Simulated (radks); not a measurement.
Pt+, 77 electrons, occupied as [Xe] 4f14 5d9.

All-electron calculation, scalar-relativistic Kohn-Sham, PBE, spin-polarised, spherical densities, point nucleus; open shells are filled with parallel spins first (spin-orbit coupling, left out, can overturn this in heavy ions). Program: a radial shooting solver on a logarithmic mesh with Libxc functionals.

Energy parts (eV):
part                       energy
total                  -501048.25
kinetic                 558957.94
electron-nucleus      -1244643.16
Hartree                 194269.59
exchange-correlation     -9632.62

Orbitals (lengths in bohr, moments of r in powers of bohr):
1s down: occ. 1; eigenvalue (eV) -78447.49; <r^4> 4.513e-07
1s up: occ. 1; eigenvalue (eV) -78447.49; <r^4> 4.513e-07
2s up: occ. 1; eigenvalue (eV) -13787.63; <r^4> 0.00006651
2s down: occ. 1; eigenvalue (eV) -13787.56; <r^4> 0.00006651
2p up: occ. 3; eigenvalue (eV) -11948.22; <r^4> 0.00005365
2p down: occ. 3; eigenvalue (eV) -11948.17; <r^4> 0.00005365
3s up: occ. 1; eigenvalue (eV) -3244.871; <r^4> 0.002412
3s down: occ. 1; eigenvalue (eV) -3244.848; <r^4> 0.002412
3p up: occ. 3; eigenvalue (eV) -2709.321; <r^4> 0.002641
3p down: occ. 3; eigenvalue (eV) -2709.295; <r^4> 0.002641
3d up: occ. 5; eigenvalue (eV) -2129.146; <r^4> 0.002032
3d down: occ. 5; eigenvalue (eV) -2129.101; <r^4> 0.002032
4s up: occ. 1; eigenvalue (eV) -703.7322; <r^4> 0.05459
4s down: occ. 1; eigenvalue (eV) -703.6713; <r^4> 0.05458
4p up: occ. 3; eigenvalue (eV) -528.1387; <r^4> 0.07299
4p down: occ. 3; eigenvalue (eV) -528.0826; <r^4> 0.07298
4d up: occ. 5; eigenvalue (eV) -315.0385; <r^4> 0.1023
4d down: occ. 5; eigenvalue (eV) -314.9736; <r^4> 0.1022
5s up: occ. 1; eigenvalue (eV) -110.2605; <r^4> 1.521
5s down: occ. 1; eigenvalue (eV) -109.8162; <r^4> 1.514
4f up: occ. 7; eigenvalue (eV) -78.3013; <r^4> 0.2230
4f down: occ. 7; eigenvalue (eV) -78.2029; <r^4> 0.2216
5p up: occ. 3; eigenvalue (eV) -64.5685; <r^4> 2.928
5p down: occ. 3; eigenvalue (eV) -64.0101; <r^4> 2.918
5d up: occ. 5; eigenvalue (eV) -14.5980; <r^4> 19.92
5d down: occ. 4; eigenvalue (eV) -13.9805; <r^4> 20.82

The highest occupied level is 5d down at -13.980 eV. The density falls to 0.001 e/bohr^3 at r = 3.85 bohr. Summed over all electrons, <r^2> = 48.96 bohr^2, which gives a Langevin (diamagnetic) susceptibility term of -38.8 x 10^-6 cm^3/mol. For comparison, the ionisation energy in NIST's Atomic Spectra Database is 18.6 eV (measured). In exact Kohn-Sham theory the highest level is minus the ionisation energy, but local and semilocal functionals leave it too shallow, through self-interaction and a potential that decays too fast; potentials with the right tail come closer. Spin moment in Bohr magnetons: 1.
